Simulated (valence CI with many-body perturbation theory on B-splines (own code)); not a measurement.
**E1 transitions of Cl IV**

Calculated by relativistic CI+MBPT: four valence electrons over a frozen Dirac-Fock core [Ne], radial functions for each j: 11 s, 11 p, 9 d, 7 f, 5 g, 2 h, 1 i, with the one-electron correlation potential Σ1, the two-electron term Σ2, the three-electron term Σ3, Breit, model QED; selected CI, second order for the rest, scaled by the run's own slope (own B-spline code, finite nucleus).

Against 21 measured levels this calculation errs by 44 cm⁻¹ on average and by 187 at most. These come from a selection out of Moore, Atomic Energy Levels, vol. I, NSRDS-NBS 35 (1971 reprint of NBS Circular 467, 1949), an old analysis. Levels without a partner in it may be off by more. Among the levels kept, up to 320 cm⁻¹ of a level comes from second order outside the variational space, and about a tenth of that is noise between levels of different J, which matters for small intervals.

Lines 201 to 231 of 231 in falling wavelength, among levels below 272711 cm⁻¹, chosen from the strongest by gf and those to the six lowest levels. Wavelengths and rates use the calculated energies, so an error of 40 cm⁻¹ moves a line at 538.0 Å by 0.022 % and its rate by three times that or more. Electric multipoles are in the length gauge, E1 and E2 with the static RPA response of the core. Weak lines are less certain than strong ones. Lines between different terms over intervals too small for the method are left out, as are lines whose strength nearly cancels. Where a level lies close to another of its J and parity, the split of strength between their lines is uncertain. The highest levels of a list are the least certain.

Names give the largest LS component (configuration and term), which can be under half, so a name can repeat, a term be missing and a line seem to break the LS rules; names also repeat where a configuration has a term twice. Letters in brackets count levels of one name in rising energy.

```tsv
λ vac (Å)	λ from measured levels	Upper	Lower	A (s⁻¹)	log gf	Branch %
538.0	538.1	3s²3p3d ³D°_2	3s²3p² ³P_2	6.57e+09	0.15	31.8
537.8		3s3p²3d ⁵P_3	3s3p³ ⁵S°_2	1.79e+10	0.73	100.0
537.5	537.6	3s²3p3d ³D°_3	3s²3p² ³P_2	2.07e+10	0.80	99.9
536.8		3s3p²3d ⁵P_2	3s3p³ ⁵S°_2	1.80e+10	0.59	100.0
536.7		3s3p³ ¹D°_2	3s²3p² ³P_2	1.76e+08	-1.42	1.0
536.2		3s3p²3d ⁵P_1	3s3p³ ⁵S°_2	1.80e+10	0.37	100.0
536.0	536.1	3s²3p3d ³D°_1	3s²3p² ³P_1	9.63e+09	0.10	46.0
535.5	535.7	3s²3p3d ³D°_2	3s²3p² ³P_1	1.35e+10	0.46	65.1
535.4	535.0	3s²3p4s ¹P°_1	3s²3p² ¹S_0	2.73e+09	-0.45	28.5
534.6	534.7	3s²3p3d ³D°_1	3s²3p² ³P_0	1.04e+10	0.13	49.5
534.3		3s3p³ ¹D°_2	3s²3p² ³P_1	6.31e+08	-0.87	3.5
528.2		3s²3p3d ¹F°_3	3s²3p² ¹D_2	2.20e+10	0.81	99.9
508.2		3s²3p3d ¹P°_1	3s²3p² ¹D_2	7.83e+08	-1.04	4.8
504.1		3s3p²3d ³P_2 [b]	3s3p³ ⁵S°_2	7.49e+06	-2.85	0.1
502.3		3s3p²3d ³P_1 [b]	3s3p³ ⁵S°_2	4.08e+06	-3.33	0.0
496.1	496.0	3s²3p4s ³P°_1	3s²3p² ¹D_2	1.40e+08	-1.81	3.1
495.5		3s²3p3d ¹F°_3	3s²3p² ³P_2	2.13e+07	-2.26	0.1
493.5	493.3	3s²3p4s ³P°_2	3s²3p² ¹D_2	9.32e+06	-2.77	0.2
486.3	486.2	3s²3p4s ¹P°_1	3s²3p² ¹D_2	6.77e+09	-0.14	70.8
477.9		3s²3p3d ¹P°_1	3s²3p² ³P_2	7.65e+05	-4.10	0.0
476.0		3s²3p3d ¹P°_1	3s²3p² ³P_1	1.24e+06	-3.90	0.0
474.8		3s²3p3d ¹P°_1	3s²3p² ³P_0	2.15e+06	-3.66	0.0
467.2	467.2	3s²3p4s ³P°_1	3s²3p² ³P_2	1.83e+09	-0.75	40.6
466.1	466.1	3s²3p4s ³P°_0	3s²3p² ³P_1	4.35e+09	-0.85	100.0
465.3	465.3	3s²3p4s ³P°_1	3s²3p² ³P_1	1.05e+09	-0.99	23.3
464.8	464.8	3s²3p4s ³P°_2	3s²3p² ³P_2	3.28e+09	-0.27	74.8
464.3	464.3	3s²3p4s ³P°_1	3s²3p² ³P_0	1.42e+09	-0.86	31.5
463.0	463.0	3s²3p4s ³P°_2	3s²3p² ³P_1	1.10e+09	-0.75	25.0
458.5	458.5	3s²3p4s ¹P°_1	3s²3p² ³P_2	1.07e+07	-3.00	0.1
456.7	456.7	3s²3p4s ¹P°_1	3s²3p² ³P_1	2.95e+07	-2.56	0.3
455.7	455.7	3s²3p4s ¹P°_1	3s²3p² ³P_0	2.45e+07	-2.64	0.3
```

Task: How does gf follow from A for the line at 535.4 Å?

Result: gf = 1.4992 × (2J+1)_upper × A / σ², with σ = 186768 cm⁻¹ and 2J+1 = 3: gf = 0.352.
